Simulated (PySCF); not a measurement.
**Radial density of As⁺ (arsenic, charge +1)**

UHF, [Ar] 3d10 4s1 4p3, high-spin 5S determinant (an excited configuration). Computed with PySCF 2.14 in aug-cc-pVQZ-PP with ECP10MDF (7s6p5d3f2g, 89 functions), with a scalar-relativistic core potential. This is the valence pseudo-density: the core potential removes the inner electrons and smooths the orbitals near the nucleus.

```
r (bohr)  4πr²ρ (e/bohr)  4πr²(ρα − ρβ)
0.000936       2.772e-05         0.0000
 0.00157       7.704e-05         0.0000
 0.00265       0.0002087         0.0000
 0.00446       0.0005424         0.0000
 0.00749        0.001344         0.0001
  0.0126        0.003051         0.0002
  0.0212        0.006210         0.0004
  0.0357         0.01263         0.0007
  0.0600         0.05144         0.0007
   0.101          0.4395        -0.0010
   0.170           3.128        -0.0056
   0.285           14.32         0.1009
   0.480           30.71         0.2969
   0.808           15.90         0.0072
    1.36           3.511         1.7040
    2.28           1.883         1.8440
    3.84          0.2539         0.2539
    6.46        0.002156         0.0022
```

Energies and moments cover only the electrons outside the core potential.

(1) Where is the radial spin density 4πr²(ρα − ρβ) most negative, and why is it negative at all?

Answers

(1) Around r = 0.170 bohr, down to -0.0056 e/bohr: exchange with the open shell polarises the paired shells in an unrestricted calculation.
